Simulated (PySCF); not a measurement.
F3OTa, SMILES [F][Ta]([F])(=[O])[F] (connectivity only; charge and spin as stated), charge -1, multiplicity 2.

Geometry: B3LYP-D3(BJ)/def2-SVPD. The spin state was assumed, not searched. The isomer is the one that the SMILES or the coordinates give; other isomers of the formula were not compared. The def2 effective core potentials stand for the cores of Ta; spin–orbit coupling is left out.

Method: PySCF with B3LYP-D3(BJ)/def2-SVPD.

Frequencies are harmonic and unscaled.

Computed normal modes with their intensities:
```csv
mode,ν (cm⁻¹),IR (km/mol),moving atoms (share of kinetic energy)
1,142,3.3,"F 78 %, Ta 17 %"
2,148,35.0,"F 80 %, O 11 %, Ta 10 %"
3,162,0.2,"O 51 %, F 44 %"
4,184,12.3,"F 84 %, Ta 14 %"
5,263,6.8,"O 59 %, F 39 %"
6,521,125.1,"F 90 %, Ta 10 %"
7,566,226.7,"F 84 %, Ta 16 %"
8,577,38.8,F 97 %
9,911,214.1,O 92 %
```
